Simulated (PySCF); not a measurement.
**Polarisability and C₆ of W (tungsten, neutral)**

[Xe] 4f14 5d4 6s2, high-spin 5D determinant. All numbers are calculated (PySCF 2.14, scalar relativity through the core potential, in def2-TZVPPD with the def2 core potential (60 electrons)). Coupled (time-dependent) response in atomic units; α is the mean over directions.

| method | mean α (bohr³) | α xx, yy, zz | C₆ (like pair) | S(−4) |
| --- | --- | --- | --- | --- |
| UHF | 97.64 | 103.7, 103.7, 85.51 | 1173 | 7908 |
| PBE | 69.10 | 71.45, 71.45, 64.41 | 800.1 | 2031 |
| PBE0 | 72.76 | 75.36, 75.36, 67.56 | 857.1 | 2304 |
| TPSSh | 74.16 | 77.50, 77.50, 67.49 | 878.5 | 2451 |
| B97-3 | 73.17 | 75.01, 75.01, 69.48 | 873.5 | 2159 |

S(−4) is the Cauchy moment in α(ω) = α(0) + S(−4) ω² + …

Reference α: 68 ± 15 bohr³ (recommended; Schwerdtfeger and Nagle, table of static dipole polarizabilities (2023 update)). Published C₆: 757.0 (Gould and Bucko (2016)).

Spin-orbit coupling is absent.

Hartree-Fock lies above the reference because it lacks correlation, which contracts the outer shell.

α(iu) at TPSSh:

```
u (hartree)  α(iu) (bohr³)
          0          74.16
     0.0500          68.70
      0.100          57.32
      0.200          37.02
      0.300          25.18
      0.500          14.50
      0.750          9.159
       1.00          6.486
       1.50          3.812
       2.00          2.516
       3.00          1.324
       5.00         0.5424
```

The components differ because the open shell of this determinant is not spherical; for a pure term their mean is the scalar polarisability.

Energies and moments cover only the electrons outside the core potential. Spin-orbit coupling, absent here, splits the open shell strongly.
